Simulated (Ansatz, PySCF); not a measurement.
Species: sum formula BNH2Cl2, charge 0, multiplicity 1. 
Coordinates optimised at B3LYP-D3(BJ)/def2-TZVP (Ansatz, an electronic-structure program):
```
B
N 1 1.3854
H 2 1.0060 1 122.42
H 2 1.0060 3 115.17 1 180.00
Cl 1 1.7704 2 120.26 3 0.00
Cl 1 1.7704 2 120.26 3 180.00
```
Charge 0, spin multiplicity 1.

Dipole moments at this geometry, in debye (magnitudes).

```csv
level,program,dipole (D)
B97M-V/def2-TZVPD,Ansatz,2.75
TPSSh/def2-TZVPD,PySCF,2.81
M06-2X/def2-TZVPD,PySCF,2.79
CAM-B3LYP/def2-TZVPD,Ansatz,2.80
wB97M-V/def2-TZVPD,Ansatz,…
CCSD(T)/aug-cc-pV(D+d)Z,Ansatz,…
```

### Question
Some entries are withheld; supply them.

### Answer

- wB97M-V/def2-TZVPD, dipole (D): 2.78
- CCSD(T)/aug-cc-pV(D+d)Z, dipole (D): 2.80
